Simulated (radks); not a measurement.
The strontium ion Sr2+, configuration [Kr].

Calculated with a radial shooting solver on a logarithmic mesh with Libxc functionals: Dirac Kohn-Sham, PBE, spin-unpolarised, spherical densities, finite nucleus; Fermi nuclear charge, rms radius 4.224 fm.

Energy parts (hartree):
part                       energy
total                 -3179.14522
kinetic                3274.76490
electron-nucleus      -7653.26727
Hartree                1304.13233
exchange-correlation   -104.77518

Orbitals (lengths in bohr, moments of r in powers of bohr; r(max) is where P^2 peaks; r(90%) holds 90 % of the orbital's charge):
orbital,occ.,eigenvalue (hartree),r(max),r(90%)
1s1/2,2,-585.9585,0.02553,0.0701
2s1/2,2,-79.77760,0.1452,0.267
2p1/2,2,-72.64812,0.1137,0.241
2p3/2,4,-70.13415,0.1171,0.247
3s1/2,2,-12.77642,0.4360,0.730
3p1/2,2,-10.18726,0.4249,0.747
3p3/2,4,-9.80181,0.4338,0.762
3d3/2,4,-5.25847,0.3751,0.804
3d5/2,6,-5.19119,0.3778,0.810
4s1/2,2,-2.01038,1.191,1.98
4p1/2,2,-1.37115,1.307,2.28
4p3/2,4,-1.32770,1.333,2.33

The highest occupied level is 4p3/2 at -36.129 eV. For comparison, the ionisation energy in NIST's Atomic Spectra Database is 42.884 eV (measured). In exact Kohn-Sham theory the highest level is minus the ionisation energy, but local and semilocal functionals leave it too shallow, through self-interaction and a potential that decays too fast; potentials with the right tail come closer. The density falls to 0.001 e/bohr^3 at r = 3.34 bohr.
